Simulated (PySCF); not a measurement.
## Functional dependence of a UV spectrum

C2H9GeN.
SMILES: `C[NH][GeH2][CH3]`

Linear-response calculations in the def2-SVPD basis (PySCF; singlets by full response, triplets Tamm–Dancoff, core orbitals frozen in the response; HF means time-dependent Hartree–Fock). 'Strongest' is the level of largest summed f among the singlets computed (10 roots, of which the last may lack a degenerate partner); it can jump between rows when another state enters that window. S1 is the lowest singlet of each run and needn't be the same state throughout; f(S1) is that of one state. One conformer (not necessarily the lowest) at the PBE0-D3(BJ)/def2-SVP geometry, without solvent, vibrations or thermal averaging. The LDA/def2-SVPD calculation is non-relativistic and has no spin–orbit coupling, an omission that weighs most on germanium.

```
functional                               kind  S1 (eV)  f(S1)  strongest (eV)  T1 (eV)  HOMO (eV)  gap (eV)  ionisation energy, ΔSCF (eV)
       LDA                                LDA     4.97  0.001            5.66     4.82      -5.23      4.93                          8.55
       PBE                                GGA     5.02  0.001            7.04     4.86      -5.14      4.99                          8.41
     B3LYP  global hybrid, 20% exact exchange     5.51  0.002            6.95     5.27      -6.29      6.56                          8.60
      PBE0  global hybrid, 25% exact exchange     5.71  0.003            7.23     5.43      -6.50      7.05                          8.54
 BHandHLYP  global hybrid, 50% exact exchange     6.15  0.005            7.85     5.82      -7.81      8.85                          8.51
 CAM-B3LYP             range-separated hybrid     5.82  0.004            7.52     5.53      -7.89      9.08                          8.68
   wB97X-D             range-separated hybrid     6.01  0.005            7.75     5.80      -8.38     10.50                          8.65
   LC-wPBE             range-separated hybrid     6.38  0.006            8.41     6.01      -9.23     11.44                          8.76
        HF                       Hartree–Fock     7.03  0.006            9.85     6.55      -9.89     12.35                   not settled
```

S1 runs from 4.97 eV (LDA) to 7.03 eV (HF), a spread of 2.06 eV, while the orbital gap spreads over 7.4 eV. Along PBE (0%), B3LYP (20%), PBE0 (25%), BHandHLYP (50%), HF (100%) S1 rises with the share of exact exchange. −ε(HOMO) comes closest to its own ΔSCF ionisation energy with wB97X-D (-0.26 eV) and misses most with LDA (-3.32 eV). 'Not settled' means that the ion's SCF failed to converge or may have ended in another state than the lowest.

Without π bonds the low states are Rydberg-like; a valence basis with one diffuse set may place them up to an eV too high.
